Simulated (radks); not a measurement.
Question: Radial electron density D(r) = 4 pi r^2 rho(r) of an atom or ion with 2 electrons. Method: scalar-relativistic Kohn-Sham, SCAN, spin-unpolarised, spherical densities, finite nucleus; meta-GGA in the generalised Kohn-Sham scheme; Fermi nuclear charge, rms radius of each element as measured or else 0.836 A^(1/3) + 0.57 fm; computed with a radial shooting solver on a logarithmic mesh with Libxc functionals.

r (bohr)  D(r) (e/bohr)
0.003283          2.097
0.004042          2.965
0.005016          4.191
0.006176          5.755
0.007665          7.835
0.009513          10.39
0.01171           13.21
0.01454           16.30
0.01804           19.10
0.02221           20.95
0.02757           21.31
0.03421           19.62
0.04212           16.14
0.05228           11.51
0.06437           7.545
0.07989           5.394
0.09915           5.535
0.1221            6.630
0.1515            6.865
0.188             5.308
0.2315            2.956
0.2873            1.064
0.3566           0.2313
0.4391          0.02993
0.5449         0.001727

What is the nuclear charge?

Answer: Z = 36. The innermost maximum, from 1s, lies near gamma/Z bohr with gamma = sqrt(1 - (Z/c)^2) = 0.965, here 0.0268 bohr (found: 0.0259), and its height grows with Z. The density is that of the krypton ion Kr34+ in 1s1 2s1; the configuration itself is not fixed sharply by these data, and Z only to about a unit. D(r) has 2 maxima, at r = 0.0259, 0.141 bohr, and minima at 0.0872 bohr, inside which lie 1.04 electrons.
